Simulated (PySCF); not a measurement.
FS, SMILES F[S] (connectivity only; charge and spin as stated), charge -1, multiplicity 1. Geometry optimised at PBE-D3(BJ)/def2-TZVPD. The spin state was assumed, not searched.

The numbers are results of PBE-D3(BJ)/def2-TZVPD (PySCF), not measurements.

Harmonic wavenumbers (cm⁻¹): 612. Rotational constants (GHz): 13.95 (linear); symmetry number 1.

Q: Work out the zero-point energy and the ideal-gas rigid-rotor harmonic-oscillator thermochemistry at 298.15 K and 1 atm.

A: ZPE = ½ Σ hcν = ½ × 612 cm⁻¹ = 0.88 kcal/mol. H − E(el) = 3.05 kcal/mol. Entropy in cal/(mol K): translation 37.71, rotation 14.11, vibration 0.43, total 52.25. G − E(el) = -12.53 kcal/mol. Cp = 7.96 cal/(mol K).
